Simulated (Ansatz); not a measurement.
Species: TeCl3 (charge 0, doublet). It need not be the lowest isomer of its formula. 
Structure (B3LYP-D3(BJ)/def2-TZVP (Ansatz, a program for electronic structure) minimum search):
SMILES: Cl[Te](Cl)Cl
```xyz
4

Te     0.0021    -0.2987     0.2464
Cl    -2.4090    -0.5157    -0.1851
Cl     0.0004     1.9552    -0.3297
Cl     2.4021    -0.5258    -0.2390
```
Charge 0, spin multiplicity 2.

Basis-set convergence of Hartree-Fock and CCSD correlation energies (hartree) with Ansatz. Valence correlation only, unless marked. Open shells are spin-unrestricted. No spin-orbit coupling. Frozen are the shells of the preceding noble gas and the d and f shells that filled before the atom's block. In def2 rows, elements after Kr have scalar-relativistic effective core potentials.

```json
[
 {"basis": "def2-SVPD", "functions": "116", "E(HF)": "-1645.08437", "E(corr, CCSD)": "-0.58555"},
 {"basis": "def2-TZVPPD", "functions": "212", "E(HF)": "[?]", "E(corr, CCSD)": "[?]"}
]
```

Task: What belongs in the gaps?

Result: 
- def2-TZVPPD, E(HF): -1645.55486
- def2-TZVPPD, E(corr, CCSD): -0.76024
